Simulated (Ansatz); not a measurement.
```yaml
crystal:
  periodic: [false, false, false]
  atoms:
    - {symbol: O, position_ang: [-2.004187, -1.117763, -2.943948]}
    - {symbol: B, position_ang: [0.797047, -0.430561, -2.111301]}
    - {symbol: O, position_ang: [3.027891, -0.578558, -4.118870]}
    - {symbol: O, position_ang: [1.328242, 0.397237, 0.725756]}
    - {symbol: Si, position_ang: [-0.956267, 0.744868, 3.532559]}
    - {symbol: H, position_ang: [-2.133567, -1.668628, -4.977851]}
    - {symbol: H, position_ang: [4.890089, -0.047208, -3.278690]}
    - {symbol: H, position_ang: [-3.239764, 2.987981, 2.888904]}
    - {symbol: H, position_ang: [-2.378464, -2.112226, 4.221508]}
    - {symbol: H, position_ang: [0.851798, 1.712661, 6.068312]}
basis:
  gaussian: {orbitals: x2c-TZVPPall}
hamiltonian: {xc: {name: r2SCANh}, dispersion: d4, pseudopotentials: {relativity: none}}
output: {forces: true}
```

```sh
$ ansatz run in.yaml --threads 4 --pin off --events-out ev --progress --plain --max-ram 10444MiB
```

Shortened log:

```
Functional definition: r2SCANh
1220 factors; their error is unknown
mean field evaluation 1: about -14649.0318 eV, gradient 1.5e2 eV
mean field evaluation 2: about -12765.3859 eV, gradient 3.5e2 eV
mean field evaluation 4: about -13793.2493 eV, gradient 2.6e2 eV
mean field evaluation 8: about -14728.6855 eV, gradient 1.3e1 eV
mean field evaluation 16: about -14730.6281 eV, gradient 4.7e0 eV
mean field evaluation 32: about -14730.6907 eV, gradient 2.2e-5 eV
mean field -14730.69073324 eV, -541.3428996257 hartree, gradient 2.8e-6 eV, S^2 0.000000; 10 other end points of the search recorded, 0 dependent functions left out
reference -14730.69075568 eV, -541.3429004503 hartree; 24, 24 occupied and 212, 212 virtual orbitals, 1220 factors
WARN: the results are in doubt because the basis set is contracted for relativity, which is off
Total energy: -14730.72504734 eV, -541.3441606458 hartree
Atom 0 at    -2.004187    -1.117763    -2.943948 Å, force     0.759356    -0.582986    -2.731286 eV/Å
Atom 1 at     0.797047    -0.430561    -2.111301 Å, force     0.036044    -0.000047    -0.023480 eV/Å
Atom 2 at     3.027891    -0.578558    -4.118870 Å, force     1.991523     0.843583     1.956319 eV/Å
Atom 3 at     1.328242     0.397237     0.725756 Å, force    -0.721257    -0.217254    -0.369770 eV/Å
Atom 4 at    -0.956267     0.744868     3.532559 Å, force    -0.139638     0.035818     0.227326 eV/Å
Atom 5 at    -2.133567    -1.668628    -4.977851 Å, force     0.285435     0.858478     3.115569 eV/Å
Atom 6 at     4.890089    -0.047208    -3.278690 Å, force    -2.900508    -0.802903    -1.213698 eV/Å
Atom 7 at    -3.239764     2.987981     2.888904 Å, force     0.809745    -0.783394     0.211227 eV/Å
Atom 8 at    -2.378464    -2.112226     4.221508 Å, force     0.509396     0.995125    -0.253484 eV/Å
Atom 9 at     0.851798     1.712661     6.068312 Å, force    -0.630096    -0.346421    -0.918723 eV/Å
Dipole moment:    -0.213957     0.209795     0.943138 e Å
In doubt: the basis set is contracted for relativity, which is off
```

**Question.** What is wrong with this run?

**Answer.** The geometry is stretched to more than twice its size. The run converged. The result belongs to that input, not to the molecule as meant.
